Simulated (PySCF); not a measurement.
Isomers of C4H13FSi2, mass 136.054 u with the commonest isotopes. Theory: PBE0/pcSseg-1 in PySCF (dipole) on a GFN2-xTB geometry, gas phase. One conformer each, none proved a minimum here; rigid rotors.

Question: Order these by out-of-plane moment Σ m c² = (Ia + Ib − Ic)/2, smallest first.
A. `[F:1][CH2:2][CH2:3][CH2:4][CH:5]([SiH3:6])[SiH3:7]` with F1–C2–C3–C4 66°, C2–C3–C4–C5 -179°, C3–C4–C5–Si6 -66°
B. `[CH3:1][SiH2:2][CH2:3][C@@H:4]([SiH3:5])[CH2:6][F:7]` with C1–Si2–C3–C4 48°, Si2–C3–C4–Si5 65°, C3–C4–C6–F7 -72°
C. `[CH3:1][CH2:2][Si@@H:3]([CH2:4][F:5])[CH2:6][SiH3:7]` with C1–C2–Si3–C4 -33°, C2–Si3–C4–F5 -179°, C2–Si3–C6–Si7 -48°

Answer: A (36.58 u·Å²), B (60.66 u·Å²), C (79.00 u·Å²).

Question: Order these by radius of gyration √(Σ m r²/M), largest first.
A. `[CH3:1][CH2:2][Si@@H:3]([CH2:4][F:5])[CH2:6][SiH3:7]` with C1–C2–Si3–C4 -33°, C2–Si3–C4–F5 -179°, C2–Si3–C6–Si7 -48°
B. `[CH3:1][SiH2:2][CH2:3][C@@H:4]([SiH3:5])[CH2:6][F:7]` with C1–Si2–C3–C4 48°, Si2–C3–C4–Si5 65°, C3–C4–C6–F7 -72°
C. `[F:1][CH2:2][CH2:3][CH2:4][CH:5]([SiH3:6])[SiH3:7]` with F1–C2–C3–C4 66°, C2–C3–C4–C5 -179°, C3–C4–C5–Si6 -66°

Answer: C (2.359 Å), B (2.245 Å), A (2.173 Å).

Question: Order these by rotational constant A, largest first.
A. `[F:1][CH2:2][CH2:3][CH2:4][CH:5]([SiH3:6])[SiH3:7]` with F1–C2–C3–C4 66°, C2–C3–C4–C5 -179°, C3–C4–C5–Si6 -66°
B. `[CH3:1][CH2:2][Si@@H:3]([CH2:4][F:5])[CH2:6][SiH3:7]` with C1–C2–Si3–C4 -33°, C2–Si3–C4–F5 -179°, C2–Si3–C6–Si7 -48°
C. `[CH3:1][SiH2:2][CH2:3][C@@H:4]([SiH3:5])[CH2:6][F:7]` with C1–Si2–C3–C4 48°, Si2–C3–C4–Si5 65°, C3–C4–C6–F7 -72°

Answer: C (2566 MHz), A (2324 MHz), B (1540 MHz).

```json
{"SMILES": "C[SiH2]C[C@@H]([SiH3])CF", "point group": "C1", "Ia (u·Å²)": "196.95", "Ib (u·Å²)": "549.70", "Ic (u·Å²)": "625.34", "κ": "-0.87", "μa (D)": "0.98", "μb (D)": "0.37", "μc (D)": "1.80"}
{"SMILES": "FCCCC([SiH3])[SiH3]", "point group": "C1", "Ia (u·Å²)": "217.46", "Ib (u·Å²)": "576.17", "Ic (u·Å²)": "720.46", "κ": "-0.78", "μa (D)": "0.42", "μb (D)": "1.30", "μc (D)": "0.14"}
{"SMILES": "CC[Si@@H](CF)C[SiH3]", "point group": "C1", "Ia (u·Å²)": "328.21", "Ib (u·Å²)": "392.98", "Ic (u·Å²)": "563.21", "κ": "0.21", "μa (D)": "0.68", "μb (D)": "1.85", "μc (D)": "0.09"}
```
